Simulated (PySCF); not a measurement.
Molecule: SMILES CC1=C[C@@H](Cl)C=CO1, C6H7ClO.

Bonds (- single, = double, # triple, : aromatic): C1-C2, C2=C3, C3-C4, C4-Cl5, C4-C6, C6=C7, C7-O8, O8-C2. C1 carries H9, H10, H11; C3 carries H12; C4 carries H13; C6 carries H14; C7 carries H15. Stereochemistry as in CC1=C[C@@H](Cl)C=CO1.

Frames of a GFN2-xTB Langevin trajectory at 400 K; GIAO PBE0/pcSseg-1 shieldings in PySCF 2.14, gas phase, non-relativistic; equivalent atoms averaged within each frame.

Chemical shifts δ = σref − σ; ¹³C (σ = 186.93 ppm) and ¹H (σ = 31.72 ppm) vs TMS; HCl for ³⁵Cl (σ = 949.78 ppm); ¹⁷O (σ = 336.08 ppm) against H2O, all at this level. The references are static minima.

Problem. How do the shifts (ppm) fluctuate along the trajectory?

Solution. 
```csv
time (fs),C2,C7,C6,C3,C4,C1,Cl5,O8,H15,H13
250,165.1,149.9,111.1,106.9,74.6,20.3,592,220.7,8.04,5.82
425,164.5,158.7,123.6,97.6,67.2,20.5,421,235.3,8.72,6.23
625,165.7,156.9,116.9,105.0,64.2,23.3,381,216.3,7.08,6.52
800,167.5,162.4,119.2,106.0,49.2,22.7,296,249.8,7.71,5.00
1000,172.6,148.4,110.4,114.4,71.1,20.0,469,242.0,7.10,6.23
mean of frames,167.1,155.3,116.2,106.0,65.2,21.4,432,232.8,7.73,5.96
standard deviation,3.3,5.9,5.6,6.0,9.8,1.5,110,14.1,0.69,0.59
```

5 frames give an uncertainty of the mean of about the standard deviation over 2.2 at best, since frames this close in time may not be independent; classical motion lacks zero-point vibration, and the reference would need the same averaging.
